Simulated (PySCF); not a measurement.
Si(F)(Br)(OH)(NH2) (BrFH3NOSi), SMILES N[Si](O)(F)Br.

Geometry optimised at PBE0-D3(BJ)/def2-SVP. This is a generated structure with no PubChem entry under its InChIKey; it may be hypothetical. One conformer was computed; it need not be the lowest.

These are PySCF with TDA-LC-ωPBE/def2-SVPD values and carry that method's errors.

Vertical excitations. 

Task: List the lowest excited states. (An estimate is asked for; the answer gives what the named calculation found.)

Result: 
```csv
state,energy (eV),λ (nm),f,main pairs
S1,7.57,164,0.076,HOMO→LUMO 72 %
S2,7.96,156,0.030,"HOMO−1→LUMO 53 %, HOMO−1→LUMO+1 16 %, HOMO−1→LUMO+7 14 %, HOMO−1→LUMO+6 8 %"
S3,8.07,154,0.043,"HOMO−2→LUMO 31 %, HOMO→LUMO+1 23 %, HOMO→LUMO+2 12 %, HOMO→LUMO+7 8 %"
S4,8.73,142,0.006,"HOMO→LUMO+5 40 %, HOMO→LUMO+9 18 %, HOMO→LUMO+6 13 %, HOMO→LUMO+2 9 %"
S5,9.02,137,0.076,"HOMO→LUMO+6 39 %, HOMO−2→LUMO 28 %, HOMO→LUMO+2 7 %"
S6,9.06,137,0.042,"HOMO−3→LUMO 24 %, HOMO−1→LUMO+6 18 %, HOMO−1→LUMO 14 %, HOMO−3→LUMO+2 6 %"
S7,9.17,135,0.077,"HOMO−3→LUMO 15 %, HOMO−1→LUMO+6 14 %, HOMO−1→LUMO+2 10 %, HOMO−1→LUMO 10 %"
S8,9.28,134,0.046,"HOMO→LUMO+2 13 %, HOMO−2→LUMO+2 11 %, HOMO→LUMO+5 9 %, HOMO−3→LUMO 9 %"
S9,9.36,133,0.018,"HOMO→LUMO+8 24 %, HOMO→LUMO+3 22 %, HOMO−2→LUMO+8 10 %, HOMO−2→LUMO+5 8 %"
S10,9.43,131,0.007,"HOMO−1→LUMO+5 30 %, HOMO−1→LUMO+6 15 %, HOMO−1→LUMO+9 7 %, HOMO→LUMO+5 5 %"
T1,7.04,176,0,"HOMO→LUMO 60 %, HOMO→LUMO+5 9 %"
T2,7.38,168,0,"HOMO−1→LUMO 40 %, HOMO−1→LUMO+7 17 %, HOMO−1→LUMO+6 15 %, HOMO−1→LUMO+1 14 %"
T3,7.49,166,0,"HOMO−2→LUMO 30 %, HOMO→LUMO+1 19 %, HOMO→LUMO+2 11 %, HOMO→LUMO+7 10 %"
T4,8.39,148,0,"HOMO→LUMO+5 23 %, HOMO−2→LUMO 9 %, HOMO−2→LUMO+7 9 %, HOMO−2→LUMO+1 7 %"
```
Triplets are in the Tamm–Dancoff approximation.
